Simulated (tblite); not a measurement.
Compound: C6H14SSi.
Numbering: `[CH3:1][CH2:2]/[CH:3]=[CH:4]\[SiH2:5][CH2:6][S:7][CH3:8]` (hydrogens: H9, H10, H11 on C1; H12, H13 on C2; H14 on C3; H15 on C4; H16, H17 on Si5; H18, H19 on C6; H20, H21, H22 on C8)

Computed with GFN2-xTB (tblite), gas phase: L-BFGS steps from a force-field or distance-geometry start until the largest atomic force falls under 0.01 eV/Å.

Geometry at step 9:
```
atom  x, y, z in Å
C1     -3.9735    0.0851    0.2902
C2     -2.7966    0.3658   -0.6657
C3     -1.9711   -0.8742   -0.7363
C4     -0.7131   -0.9538   -0.3327
Si5     0.2669    0.5139    0.3137
C6      2.0626   -0.1400    0.3015
S7      3.2406    1.1569   -0.1680
C8      4.8274    0.2589   -0.0179
H9     -3.6520   -0.6045    1.0747
H10    -4.8160   -0.3613   -0.2368
H11    -4.3249    0.9967    0.7748
H12    -2.1872    1.1881   -0.2885
H13    -3.1723    0.6454   -1.6568
H14    -2.5286   -1.7366   -1.0865
H15    -0.2318   -1.9224   -0.3568
H16     0.1486    1.6920   -0.5471
H17    -0.1472    0.8511    1.6849
H18     2.1833   -0.9436   -0.4183
H19     2.3602   -0.5068    1.2778
H20     4.6692   -0.7948   -0.2196
H21     5.4906    0.6930   -0.7608
H22     5.2546    0.4107    0.9719
```

**Question.** What forces act on the atoms?

**Answer.** 
```tsv
atom	Fx (eV/Å)	Fy (eV/Å)	Fz (eV/Å)
C1	-0.001	0.121	0.061
C2	-0.236	-0.008	0.171
C3	-0.250	0.099	-0.140
C4	-0.033	-0.012	0.056
Si5	0.121	-0.104	-0.011
C6	0.048	0.071	0.049
S7	0.084	0.093	0.003
C8	-0.004	0.179	-0.006
H9	-0.053	0.130	-0.095
H10	0.105	-0.027	0.014
H11	0.054	-0.043	-0.140
H12	-0.124	-0.060	0.005
H13	0.015	-0.077	0.131
H14	0.140	-0.087	-0.039
H15	0.059	-0.051	-0.062
H16	0.099	0.018	-0.007
H17	0.092	0.026	-0.015
H18	-0.011	-0.106	-0.094
H19	0.008	-0.037	0.144
H20	-0.008	0.011	-0.011
H21	0.007	-0.061	-0.002
H22	-0.113	-0.076	-0.011
```

The largest, 0.30 eV/Å, acts on C3; the rms over all components is 0.088 eV/Å. The forces sum to zero within rounding, as they must for an isolated molecule in no field.

**Question.** Give the force on C3 in Eh/bohr and in nN.

**Answer.** 0.303 eV/Å ÷ 51.422 = 0.00590 Eh/bohr, and 0.303 eV/Å × 1.602 = 0.49 nN.

**Question.** How far is this geometry from the end of the optimisation?

**Answer.** 0.169 eV above it, and 0.556 Å rms away after alignment. The bonds farthest from their final lengths, with half the difference of the two atoms' forces along the bond (positive lengthens):

```csv
bond,now (Å),final (Å),force along bond (eV/Å)
C1–C2,1.542,1.529,-0.14
S7–C8,1.829,1.819,-0.06
C1–H9,1.093,1.087,-0.07
Si5–C6,1.911,1.906,-0.06
C6–H19,1.085,1.089,+0.06
Si5–H16,1.464,1.468,+0.05
```

The angle farthest from its final value is C1–C2–C3, 107.5° against 111.2°.

Of the 2 listed bonds off by 0.010 Å or more, this force points towards the final length in 2.

What follows is the cost of the whole relaxation. Time: 1.3 s of wall time. Hardware: one thread, Arm Neoverse V2 (aarch64) (shared host).
